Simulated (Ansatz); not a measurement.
Computed with Ansatz on PBE0-D4/def2-TZVP structures; ΔE is electronic, products minus reactants. CCSD(T)/CBS adds triple-zeta CCSD(T) − MP2 to the extrapolated MP2 energy (def2 sets, frozen cores). def2 core potentials past Kr. For Sn outer-core shells are correlated without core-valence functions, which leaves a few kJ/mol of doubt a bond. Each species was taken in one conformer, which may not be the lowest.

Reaction (isomerisation): `[CH3][SnH2][SiH2]F` → `FC[SiH2][SnH3]`

| species | CCSD(T)/CBS(def2) energy (Eh) |
| --- | --- |
| `[CH3][SnH2][SiH2]F` | -645.21177 |
| `FC[SiH2][SnH3]` | -645.12682 |

**Question.** Work out ΔE.

**Answer.** ΔE = (-645.12682) − (-645.21177) = 0.08495 Eh = +223.0 kJ/mol.

Largest T1 diagnostic among the species: 0.013.

From PBE to PBE0 (25 % exact exchange), in def2-TZVPP and without D4, ΔE moves by +5.3 kJ/mol.
